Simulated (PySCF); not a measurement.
## How the method changes the constants of SiSb

State: ²Π (doublet), unpaired electrons π ↑. Set-up: Si def2-SVP, Sb def2-SVP with ECP28; scalar-relativistic core potentials (PySCF 2.14). De refers to Si + Sb in their high-spin ground configurations, without counterpoise correction. The functionals are run spin-unrestricted. A positive dipole means Si(−)Sb(+). Levels whose curve was spin-contaminated or gave no clean fit are not listed.

| Level | Re (Å) | ωe (cm⁻¹) | De (eV) | μ (D) | CPU s a point (SCF and correlation, without the integrals) |
| --- | --- | --- | --- | --- | --- |
| UHF-CCSD | 2.405 | 414 | 1.94 | n/a | n/a |
| PBE | 2.417 | 402 | 3.08 | 0.27 | 0.59 |
| r²SCAN | 2.396 | 419 | 2.76 | 0.27 | 0.88 |
| PBE0 | 2.384 | 430 | 2.73 | 0.15 | 0.88 |
| r²SCAN0 | 2.376 | 421 | 2.51 | 0.11 | 0.96 |
| B97-3 | 2.393 | 425 | 2.88 | 0.19 | 0.55 |

The bond length runs from 2.376 Å (r²SCAN0) to 2.417 Å (PBE). De spans 1.94 eV (UHF-CCSD, coupled cluster) to 3.08 eV (PBE, GGA).

Correlated steps freeze 9 core orbitals. Correlated levels converge slowly with the basis: in double zeta they bind strong bonds too weakly, by up to about 1 eV, and carry superposition errors of some tenths. Spin–orbit coupling is left out, which matters for elements this heavy, above all for dissociation energies. The state was picked by a PBE0 search and need not be the measured ground state.

The whole job (state search and all levels along the bond) took about 2.2 min on 1 thread of Arm Neoverse V1 (shared host), peak memory 0.5 GiB.
